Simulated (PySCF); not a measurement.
Sn(Cl)3(Et) (C₂H₅Cl₃Sn), SMILES C[CH2][Sn]([Cl])([Cl])[Cl].

The structure is a stationary point at B3LYP-D3(BJ)/def2-SVP. The def2 effective core potentials stand for the cores of Sn; spin–orbit coupling is left out. Other conformers were not sampled.

Two levels are set side by side: PBE/def2-TZVP (PySCF) and CAM-B3LYP/def2-TZVP (PySCF). Same geometry, gas phase. Differences are taken from unrounded values.

```tsv
quantity	CAM-B3LYP	PBE	PBE minus CAM-B3LYP
orbital gap (eV)	8.60	4.23	-4.37
highest occupied level (eV)	-10.01	-7.51	2.50
lowest empty level (eV)	-1.41	-3.28	-1.86
dipole moment (D)	3.99	3.93	-0.06
mean polarisability (bohr³)	100.0	104.8	4.8
```

PBE's occupied levels lie high since its potential decays too fast outside the molecule; exact exchange lowers them and widens the gap. Loosely held outer electrons make PBE densities more polarisable. Differences between two approximate levels are no errors against the true value.

Rough cost on one machine, each run with all the roots and properties that it gave: CAM-B3LYP against PBE within a factor of 2.
